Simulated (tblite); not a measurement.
Compound: C4H9BrO2Si.
SMILES with atom numbers: `[CH3:1][CH2:2][O:3][CH2:4][Si@H:5]([Br:6])[CH:7]=[O:8]` (hydrogens: H9, H10, H11 on C1; H12, H13 on C2; H14, H15 on C4; H16 on Si5; H17 on C7)

Computed with GFN2-xTB (tblite), gas phase: L-BFGS steps from a force-field or distance-geometry start until the largest atomic force falls under 0.01 eV/Å.

Step 125: E = -737.0444 eV
```
atom  x, y, z in Å  |  force x, y, z in eV/Å
C1      2.4275    1.0746   -0.4345   -0.020   0.015   0.015
C2      1.7186   -0.0312    0.3283    0.023  -0.019   0.008
O3      0.3387    0.0114    0.0300    0.021   0.004  -0.020
C4     -0.3923   -1.0885    0.5250    0.013  -0.005   0.011
Si5    -2.1182   -0.8581   -0.2299   -0.033   0.022   0.000
Br6    -1.9880   -1.2350   -2.3917   -0.009   0.013  -0.015
C7     -2.6718    0.9562    0.0833    0.031   0.028  -0.019
O8     -3.3943    1.5755   -0.6499    0.027  -0.047   0.037
H9      2.0118    2.0410   -0.1591    0.025  -0.019  -0.014
H10     3.4883    1.0565   -0.1991   -0.018   0.023   0.002
H11     2.2975    0.9310   -1.5043   -0.021   0.007   0.023
H12     1.8676    0.0854    1.4149   -0.028   0.006  -0.031
H13     2.1236   -1.0126    0.0368   -0.001  -0.008  -0.005
H14     0.0690   -2.0323    0.2037    0.005  -0.035   0.006
H15    -0.3979   -1.0958    1.6232    0.000   0.001   0.028
H16    -3.1007   -1.7968    0.3024    0.006   0.001  -0.001
H17    -2.2861    1.4307    1.0110   -0.022   0.012  -0.026
```

Step 126: E = -737.0448 eV
```
atom  x, y, z in Å  |  force x, y, z in eV/Å
C1      2.4238    1.0775   -0.4299   -0.007   0.031   0.038
C2      1.7209   -0.0367    0.3253    0.023  -0.023   0.020
O3      0.3383    0.0122    0.0392    0.029  -0.013  -0.009
C4     -0.3920   -1.0904    0.5298   -0.002  -0.019   0.012
Si5    -2.1183   -0.8573   -0.2271   -0.010   0.039   0.036
Br6    -1.9910   -1.2431   -2.3865   -0.006   0.010  -0.035
C7     -2.6690    0.9617    0.0749    0.061   0.000   0.010
O8     -3.3983    1.5722   -0.6582    0.010  -0.033   0.021
H9      2.0048    2.0394   -0.1482    0.006   0.015   0.017
H10     3.4855    1.0655   -0.1978   -0.020   0.006   0.002
H11     2.2903    0.9447   -1.4991   -0.016  -0.019  -0.029
H12     1.8782    0.0659    1.4130   -0.024   0.002  -0.054
H13     2.1231   -1.0145    0.0165   -0.013  -0.001   0.009
H14     0.0712   -2.0331    0.2062   -0.010  -0.016   0.001
H15    -0.4006   -1.1046    1.6287    0.010   0.019   0.005
H16    -3.0997   -1.7945    0.3095   -0.004   0.003   0.000
H17    -2.2741    1.4471    0.9940   -0.028  -0.002  -0.043
```

Step 127: E = -737.0452 eV
```
atom  x, y, z in Å  |  force x, y, z in eV/Å
C1      2.4233    1.0784   -0.4276   -0.005   0.063   0.011
C2      1.7221   -0.0384    0.3246    0.007  -0.003  -0.002
O3      0.3401    0.0103    0.0395   -0.012  -0.003  -0.021
C4     -0.3910   -1.0919    0.5300   -0.010  -0.022   0.004
Si5    -2.1175   -0.8559   -0.2276    0.002   0.015   0.034
Br6    -1.9940   -1.2495   -2.3865   -0.005   0.015  -0.021
C7     -2.6662    0.9637    0.0724    0.031  -0.016  -0.025
O8     -3.4006    1.5711   -0.6586    0.015  -0.034   0.019
H9      2.0057    2.0406   -0.1415    0.013  -0.006   0.019
H10     3.4863    1.0656   -0.1984   -0.042   0.002  -0.012
H11     2.2839    0.9509   -1.4976    0.003  -0.020   0.001
H12     1.8770    0.0618    1.4108    0.001   0.003   0.002
H13     2.1236   -1.0139    0.0125    0.008  -0.033   0.003
H14     0.0738   -2.0347    0.2074   -0.024  -0.010   0.004
H15    -0.4027   -1.1062    1.6292    0.021   0.022  -0.003
H16    -3.0999   -1.7906    0.3130    0.002   0.010  -0.005
H17    -2.2708    1.4507    0.9882   -0.005   0.016  -0.006
```

Step 128: E = -737.0455 eV
```
atom  x, y, z in Å  |  force x, y, z in eV/Å
C1      2.4196    1.0832   -0.4226   -0.014   0.051  -0.008
C2      1.7226   -0.0424    0.3216   -0.003   0.002  -0.007
O3      0.3383    0.0125    0.0462    0.001  -0.025  -0.010
C4     -0.3912   -1.0928    0.5335   -0.012  -0.015  -0.001
Si5    -2.1176   -0.8561   -0.2248    0.013  -0.005   0.020
Br6    -1.9943   -1.2628   -2.3828   -0.007   0.020  -0.002
C7     -2.6603    0.9662    0.0655    0.005   0.012  -0.033
O8     -3.4032    1.5664   -0.6636    0.033  -0.043   0.035
H9      2.0035    2.0436   -0.1262    0.017  -0.035   0.015
H10     3.4834    1.0681   -0.1981   -0.039   0.005  -0.015
H11     2.2752    0.9642   -1.4942    0.009  -0.009   0.037
H12     1.8840    0.0441    1.4086    0.005   0.002  -0.021
H13     2.1201   -1.0158   -0.0060    0.000   0.003   0.017
H14     0.0762   -2.0336    0.2080   -0.034  -0.001   0.011
H15    -0.4043   -1.1094    1.6329    0.027   0.018  -0.012
H16    -3.1029   -1.7861    0.3196    0.005   0.015  -0.008
H17    -2.2560    1.4626    0.9725   -0.005   0.006  -0.018
```

Q: Estimate the geometry and energy of step 129. (The exact step hangs on the optimiser's Hessian estimate; all steps are aligned on step 128, rigid shifts and turns removed.)

A: E = -737.0459 eV, largest force 0.046 eV/Å
```
atom  x, y, z in Å  |  force x, y, z in eV/Å
C1      2.4134    1.0848   -0.4237   -0.022  -0.002  -0.016
C2      1.7217   -0.0445    0.3205   -0.027   0.020  -0.017
O3      0.3356    0.0110    0.0524   -0.004  -0.034  -0.014
C4     -0.3920   -1.0963    0.5402    0.001   0.006  -0.007
Si5    -2.1155   -0.8561   -0.2230    0.035  -0.023   0.008
Br6    -1.9812   -1.2538   -2.3823   -0.007   0.017   0.000
C7     -2.6529    0.9660    0.0654    0.021   0.024   0.012
O8     -3.3973    1.5640   -0.6626   -0.017  -0.012  -0.022
H9      1.9933    2.0431   -0.1296    0.002  -0.017   0.024
H10     3.4767    1.0748   -0.2004   -0.014   0.003  -0.006
H11     2.2690    0.9600   -1.4940    0.008   0.009   0.011
H12     1.8864    0.0393    1.4059    0.019   0.001   0.017
H13     2.1167   -1.0170   -0.0117    0.010   0.005   0.014
H14     0.0778   -2.0353    0.2136   -0.041  -0.004   0.020
H15    -0.4057   -1.1111    1.6395    0.029   0.008  -0.019
H16    -3.1058   -1.7851    0.3113   -0.006   0.005   0.000
H17    -2.2470    1.4680    0.9685    0.013  -0.008  -0.003
```

The energy changes by -0.0004 eV. The first-order estimate −F·Δx gives -0.0008 eV and the mean of the old and new forces, exact on a quadratic surface, -0.0004 eV. The step makes an angle of 81° with the force vector and moves no atom by more than 0.016 Å.

The cost below is that of the whole relaxation. Time: 2.4 s. Hardware: one thread of an Arm Neoverse V1, no GPU, shared host.
